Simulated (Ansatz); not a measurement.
The same path of CH3NOTe (7 atoms, charge 0, multiplicity 1) was run twice with different band settings. Lost on the way: Te4–H7. Made: O3–H7.

All numbers below come from RKS PBE0-D4/def2-SVP (Ansatz).

Relaxed end points:

```xyz
7
Properties=species:S:1:pos:R:3
N 0.908 1.106 0.367
C 0.261 0.217 0.973
O -0.386 -0.882 0.529
Te -0.351 -1.375 -1.437
H 0.946 0.928 -0.645
H 0.138 0.260 2.069
H -1.516 -0.253 -1.856
```

```xyz
7
Properties=species:S:1:pos:R:3
N 1.111 0.903 0.426
C 0.046 0.334 0.710
O -0.599 -0.573 -0.134
Te 0.001 -0.982 -2.261
H 1.444 0.653 -0.520
H -0.497 0.460 1.657
H -1.506 -0.795 0.122
```

Common settings: spring 5.0 eV/Å²; optimiser quadratic models (default); start path through a guess of the saddle point; force threshold 0.03 eV/Å; iteration limit 60; end points relaxed.

| run | movable images | climbing image |
| --- | --- | --- |
| 1 | 7 | yes |
| 2 | 1 | no |

**Question.** What does each run give, and how far can it be trusted?

**Answer.** Run 1: converged after 14 iterations, highest image 1.672 eV above the first end. A vibrational analysis at the climbing image gives one clearly imaginary mode, 1450i cm⁻¹: a first-order saddle point.
Run 2: converged after 13 iterations, highest image 0.720 eV above the first end. The highest image is an end point: on this band no image between the ends rises above it. So few images can step over the top or miss a turn of the path.
The orbitals stay closed-shell, which can raise the energy where a bond breaks towards radicals; this wasn't checked here.
